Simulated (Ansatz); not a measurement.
Name a neutral molecule of C, O, Si and H with HOMO–LUMO gap (PBE0/def2-TZVPP) between 6.05 and 6.35 eV and LUMO energy (PBE0/def2-TZVPP) between -1.15 and -0.85 eV (Ansatz, PBE0-D4/def2-TZVP geometry).

`O[SiH]1C=C1[SiH3]` (6.14 eV, -0.89 eV); `O=C=C[SiH3]` (6.33 eV, -0.93 eV). Other molecules can fit too; these were computed, each in one conformer that needn't be the lowest.
